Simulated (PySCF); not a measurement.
Geometries of 3 isomers of C4H9NSi2, from PBE0-D3(BJ)/def2-SVP geometry optimisation, gas phase in PySCF 2.14.0. One conformer each, no zero-point energy, no frequencies.

Question: Which is lowest in electronic energy at this level?
A.
```xyz
16
angstrom
N     -1.579   -0.710    2.518
C     -1.323   -0.428    1.423
C     -0.943   -0.063    0.071
C      0.208   -0.954   -0.453
C      1.506   -0.739    0.333
Si     1.924    1.122    0.356
Si    -0.308    1.772    0.054
H     -1.831   -0.156   -0.576
H      0.364   -0.707   -1.518
H     -0.099   -2.013   -0.421
H      2.327   -1.339   -0.088
H      1.370   -1.072    1.376
H      2.571    1.572    1.624
H      2.789    1.511   -0.801
H     -0.603    2.352   -1.293
H     -0.970    2.587    1.111
```
B.
```xyz
16
angstrom
N     -3.610    1.494   -0.920
C     -2.653    0.888   -0.667
C     -1.469    0.164   -0.318
C     -1.405   -0.540    1.066
Si    -0.213    0.867    0.902
C      1.604    0.589    0.601
Si     2.059   -0.982   -0.341
H     -1.059   -0.416   -1.155
H     -2.290   -0.399    1.696
H     -1.067   -1.581    1.042
H     -0.595    2.147    1.546
H      2.117    0.570    1.579
H      2.007    1.457    0.051
H      1.512   -2.182    0.361
H      1.488   -0.937   -1.721
H      3.543   -1.111   -0.436
```
C.
```xyz
16
angstrom
N      3.592   -0.072   -1.126
C      2.677   -0.551   -0.600
C      1.504   -1.083    0.060
Si     0.385    0.304    0.744
C     -0.302    1.353   -0.675
Si    -1.859    0.258   -0.598
C     -1.338   -0.394    1.119
H      0.921   -1.687   -0.655
H      1.806   -1.750    0.884
H      1.114    1.002    1.846
H      0.275    1.403   -1.610
H     -0.520    2.383   -0.347
H     -3.177    0.959   -0.666
H     -1.826   -0.827   -1.627
H     -1.448   -1.465    1.343
H     -1.832    0.179    1.922
```

Answer: C. That is `N#CC[SiH]1C[SiH2]C1`, 5.3 kcal/mol below the next.

| SMILES | atoms numbered as above | E (Eh) | relative (kcal/mol) | relative (kJ/mol) | dipole (D) |
| --- | --- | --- | --- | --- | --- |
| N#CC[SiH]1C[SiH2]C1 | [N:1]#[C:2][CH2:3][SiH:4]1[CH2:5][SiH2:6][CH2:7]1 | -790.75531 | 0.0 | 0.0 | 4.10 |
| N#C[C@@H]1CC[SiH2][SiH2]1 | [N:1]#[C:2][C@@H:3]1[CH2:4][CH2:5][SiH2:6][SiH2:7]1 | -790.74690 | 5.3 | 22.1 | 3.72 |
| N#C[C@@H]1C[Si@H]1C[SiH3] | [N:1]#[C:2][C@@H:3]1[CH2:4][Si@H:5]1[CH2:6][SiH3:7] | -790.71094 | 27.8 | 116.5 | 5.36 |

As drawn, the lowest has a four-membered ring, which the highest lacks; the highest has a three-membered ring, which the lowest lacks.
